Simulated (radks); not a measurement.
Results of a calculation; reference values are marked as such.
Q: Ionisation of Ce+, [Xe] 4f1 5d2, to Ce2+, [Xe] 4f2, under several functionals. Dirac Kohn-Sham, spin-unpolarised, spherical densities, point nucleus; open shells fill j = l - 1/2 first; a radial shooting solver on a logarithmic mesh with Libxc functionals. The NIST Atomic Spectra Database gives 10.96 eV (semi-empirical). Rank these functionals by the error of their Delta-SCF ionisation energy: exchange-only LDA; revPBE; LDA (Slater exchange, Perdew-Wang correlation); BLYP; exchange-only PBE; PBEsol; Wu-Cohen GGA; BP86.

A: From best to worst: LDA (Slater exchange, Perdew-Wang correlation) 9.714 eV (-1.242); BP86 9.698 eV (-1.258); BLYP 9.697 eV (-1.259); revPBE 9.606 eV (-1.350); PBEsol 9.572 eV (-1.384); Wu-Cohen GGA 9.541 eV (-1.415); exchange-only PBE 9.323 eV (-1.633); exchange-only LDA 9.009 eV (-1.947). Spin polarisation and multiplet splitting are left out, so open shells lie too high by an amount that depends on their filling.

Beside tabulated values, note that spin-unpolarised runs miss the spin-polarisation part of the exchange energy of open shells.
